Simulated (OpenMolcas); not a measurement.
# Computed transition rates of Ir

```
Program             : OpenMolcas 26.06
Method              : CASSCF
Basis               : ANO-R3 [9s7p6d4f2g2h]
Scalar Hamiltonian  : X2C, finite nucleus
Active space        : 9 electrons in 6 orbitals (5d 6s)
State averaging     : 2S+1 = 4 even, 20 roots; 2S+1 = 2 even, 64 roots kept (CI in the orbitals of an earlier block)
Spin-orbit coupling : state interaction with AMFI integrals over the reference wave functions, term energies averaged over their components
```

Rates come from the transition moments of the reference wave functions (E1 and E2 in the length form). At fixed line strength A goes as λ^-3 for E1 and M1 and as λ^-5 for E2, so a rate at the computed wavelength can be rescaled to the measured one. Measured vacuum wavelengths follow from level energies in NIST Handbook of Basic Atomic Spectroscopic Data. Branching counts decays inside the model space alone, at computed energies, and the table is only a selection of the E2 and M1 lines, drawn from those between levels with measured partners whose computed energy lies within a factor of 1.5 of the measured one.

```csv
Upper,Lower,Type,λ computed (nm),λ measured (nm),A computed (s-1),A rescaled (s-1),Branching %
5d8 6s 4F 9/2,5d7 6s2 4F 9/2,M1,5103,3527,2.09e-05,,51.2
5d8 6s 4F 9/2,5d7 6s2 4F 9/2,E2,5103,3527,1.99e-05,1.26e-04,48.8
5d8 6s 4F 7/2 [72 %],5d8 6s 4F 9/2,M1,2438,2866,1.53e+00,9.42e-01,57.9
5d7 6s2 2G 7/2,5d7 6s2 2G 9/2 [68 %],M1,2353,2605,8.93e-01,6.58e-01,13.0
5d8 6s 4F 7/2 [72 %],5d7 6s2 4F 9/2,M1,1650,1581,1.11e+00,,41.9
5d7 6s2 4F 7/2,5d7 6s2 4F 9/2,M1,1444,1407,8.59e+00,9.29e+00,92.6
5d7 6s2 4P 1/2 [69 %],5d7 6s2 2P 1/2,M1,1182,1293,8.48e+00,,68.7
5d7 6s2 2G 7/2,5d7 6s2 4F 7/2,M1,797.6,937,1.79e+00,,26.2
5d8 6s 2F 7/2,5d8 6s 4F 9/2,M1,796.9,975.3,1.11e+01,,83.3
5d7 6s2 2G 7/2,5d8 6s 4F 7/2 [72 %],M1,746.1,873,1.99e+00,,29.1
5d7 6s2 2G 9/2 [68 %],5d7 6s2 4F 9/2,M1,657.3,717.4,1.46e+01,,93.3
5d7 6s2 4P 5/2,5d7 6s2 4F 9/2,E2,608.1,772.1,6.84e-01,2.07e-01,12.8
5d7 6s2 2G 7/2,5d7 6s2 4F 9/2,M1,513.7,562.5,8.33e-01,,12.2
5d8 6s 2G 9/2 [63 %],5d8 6s 4F 9/2,M1,343.5,483.8,6.69e+00,,27.8
```

Spin-changing lines and M1 lines between different terms are not rescaled, since their strength hangs on the term gaps too.

The largest correction is for 5d8 6s 4F 9/2 → 5d7 6s2 4F 9/2 (E2): 1.99e-05 × (5103 / 3527)^5 = 1.26e-04 s-1, a factor of 6.34.

The computed order of these levels differs from the measured one in 1 place, and where term gaps are wrong the rates of spin-changing lines can be off by large factors.

No measured rate stands beside these. Rescaling mends the energy factor alone: line strengths can still be far off where a level mixes with configurations outside the active space, and weak or spin-changing lines hang on small mixing coefficients that depend on the term gaps too, so rescaling need not improve them.

Without dynamic correlation excited terms often stand tens of per cent too high (terms of higher spin than the ground term too low), and those without a measured partner can miss by more than the paired ones. Some levels mix across a computed gap that differs much from the measured one, so their mixing is not that of the real levels. Terms from blocks run as CI alone lack orbitals of their own. Configurations are named by rounded mean occupations; where the s occupation lies near a half they are strongly mixed, a name can repeat and a true partner stay unpaired. A single d shell beside an s shell can misplace configurations of different d count against each other. No level of 5d9 was computed, though it lies in the active space. Computed and measured levels are paired by configuration, term and J; levels that our copy of the source lacks, or whose pairing is in doubt (as where it misses far off the trend of its configuration), stay unpaired. Levels of configurations outside the active space are missing.

A share in square brackets marks a mixed level and gives the weight of the term that names it.
